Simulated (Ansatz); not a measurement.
C$_{3}$H$_{7}$BO$_{2}$ (`CBOC(C)=O`). The species carries charge 0 and has multiplicity 1. All single points use the PBE0-D4/def2-TZVP geometry. It is one conformer, not always the lowest.

```xyz
13

C     0.728   -2.105    1.060
B    -0.295   -1.029    0.602
O     0.156    0.010   -0.178
C    -0.690    0.906   -0.776
C    -0.017    2.223   -0.987
O    -1.801    0.624   -1.106
H     1.750   -1.918    0.728
H     0.717   -2.204    2.151
H     0.410   -3.084    0.682
H    -1.448   -1.045    0.920
H    -0.691    2.908   -1.494
H     0.890    2.078   -1.577
H     0.290    2.637   -0.024
```

Question: What is the dipole moment at ωB97M-V/def2-TZVPP? (Best estimate.)

Answer: Computed: 2.35 D, with components (2.08, 0.88, 0.65) D in this frame, pointing from negative to positive charge.

Question: And with PBE, r2SCAN, B3LYP? (Estimate.)

Answer: Ansatz gave: PBE 2.29 D, r2SCAN 2.37 D, B3LYP 2.34 D.

Question: Give the Mulliken charges with ωB97M-V, B3LYP, r2SCAN in def2-TZVPP. (Estimate.)

Answer: Computed: 
```
atom  ωB97M-V  B3LYP  r2SCAN
  C1    -0.34  -0.30   -0.23
  B2     0.10   0.15    0.21
  O3    -0.30  -0.30   -0.30
  C4     0.35   0.34    0.37
  C5    -0.29  -0.25   -0.15
  O6    -0.29  -0.28   -0.31
  H7     0.11   0.10    0.06
  H8     0.11   0.10    0.07
  H9     0.11   0.10    0.07
 H10     0.06   0.02   -0.01
 H11     0.12   0.11    0.08
 H12     0.12   0.11    0.07
 H13     0.12   0.10    0.07
```

B3LYP here is the variant with VWN-RPA as its local correlation; programs differ in this.
